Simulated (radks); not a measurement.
The thallium ion Tl25+, configuration [Kr] 4d10 4f10 (the NIST ground configuration).

Calculated with a radial shooting solver on a logarithmic mesh with Libxc functionals: Dirac Kohn-Sham, PBE, spin-unpolarised, spherical densities, finite nucleus; open shells are shared between the two j in proportion to 2j + 1; Fermi nuclear charge, rms radius 5.4759 fm.

Energy parts (hartree):
total: -20007.7658
kinetic: 23198.0363
electron-nucleus: -49010.7938
Hartree: 6158.4933
exchange-correlation: -353.5015

Orbitals (lengths in bohr, moments of r in powers of bohr; r(max) is where P^2 peaks; r(90%) holds 90 % of the orbital's charge):
| orbital | occ. | eigenvalue (hartree) | r(90%) | <1/r> | <r^4> | r(max) |
|---|---|---|---|---|---|---|
| 1s1/2 | 2 | -3166.926 | 0.0299 | 99.36 | 3.761e-07 | 0.01003 |
| 2s1/2 | 2 | -585.6602 | 0.107 | 24.53 | 0.00005415 | 0.05836 |
| 2p1/2 | 2 | -563.5063 | 0.0934 | 24.49 | 0.00003198 | 0.04279 |
| 2p3/2 | 4 | -487.5714 | 0.105 | 19.69 | 0.00005088 | 0.05039 |
| 3s1/2 | 2 | -160.0663 | 0.260 | 9.013 | 0.001946 | 0.1641 |
| 3p1/2 | 2 | -150.0442 | 0.252 | 8.927 | 0.001687 | 0.1529 |
| 3p3/2 | 4 | -133.1067 | 0.274 | 7.674 | 0.002369 | 0.1683 |
| 3d3/2 | 4 | -116.5233 | 0.247 | 7.571 | 0.001554 | 0.1308 |
| 3d5/2 | 6 | -112.9019 | 0.254 | 7.290 | 0.001720 | 0.1350 |
| 4s1/2 | 2 | -55.24286 | 0.549 | 3.905 | 0.03942 | 0.3660 |
| 4p1/2 | 2 | -50.88696 | 0.555 | 3.806 | 0.04086 | 0.3631 |
| 4p3/2 | 4 | -46.52748 | 0.597 | 3.384 | 0.05489 | 0.3928 |
| 4d3/2 | 4 | -39.38751 | 0.611 | 3.215 | 0.05877 | 0.3821 |
| 4d5/2 | 6 | -38.53937 | 0.623 | 3.121 | 0.06378 | 0.3908 |
| 4f5/2 | 4.28571 | -29.34865 | 0.635 | 2.865 | 0.06683 | 0.3381 |
| 4f7/2 | 5.71429 | -29.13842 | 0.640 | 2.831 | 0.06920 | 0.3417 |

The highest occupied level is 4f7/2 at -792.90 eV. The electron density at the nucleus is 2.52e+06 e/bohr^3. For comparison, the ionisation energy in NIST's Atomic Spectra Database is 820 eV (theoretical). In exact Kohn-Sham theory the highest level is minus the ionisation energy, but local and semilocal functionals leave it too shallow, through self-interaction and a potential that decays too fast; potentials with the right tail come closer. Summed over all electrons, <r^2> = 6.104 bohr^2, which gives a Langevin (diamagnetic) susceptibility term of -4.83 x 10^-6 cm^3/mol. The density falls to 0.001 e/bohr^3 at r = 1.31 bohr.

Beside tabulated values, note that spin-unpolarised runs miss the spin-polarisation part of the exchange energy of open shells.
